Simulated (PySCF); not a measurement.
Highest occupied level (eV) of eight silicon and germanium compounds: PBE beside HF, computed with PySCF for isolated molecules in the bases named; differences from unrounded values. The eight are the first of their class met in an unordered collection, after screening for sound electronic states; none was chosen by its value. Each molecule has one DFT geometry for both levels.

| molecule | basis | HF | PBE | difference |
|---|---|---|---|---|
| H8N2Si3, SMILES N[SiH]1[SiH2]N[SiH2]1 | def2-TZVP | -8.91 | -5.39 | 3.52 |
| CH10FNSi3, SMILES F[SiH2]C[SiH2]N[SiH3] | def2-TZVP | -10.65 | -6.16 | 4.49 |
| CH₉N₃Si, SMILES N[SiH](CN)N | def2-TZVP | -9.60 | -4.86 | 4.74 |
| C3H6N2Si, SMILES N#CC/C=N/[SiH3] | def2-TZVP | -11.22 | -6.37 | 4.85 |
| Si(F)(Cl)(vinyl)(NH2) (C₂H₅ClFNSi), SMILES C=C[Si](N)(F)Cl | def2-TZVP | -10.77 | -6.71 | 4.06 |
| C2H4FNSi, SMILES F[C@@H]1N=C[SiH2]1 | def2-TZVP | -10.66 | -5.95 | 4.71 |
| C₂H₅N₃Si, SMILES N[SiH]1N=CC=N1 | def2-TZVP | -10.90 | -5.97 | 4.93 |
| CH3ClFNSi2, SMILES F[Si@@]1(Cl)[SiH2]C=N1 | def2-TZVP | -10.67 | -6.01 | 4.66 |

PBE lies below HF in 0 and above it in 8 of the eight; the mean signed difference is 4.50 and the largest 4.93 eV.
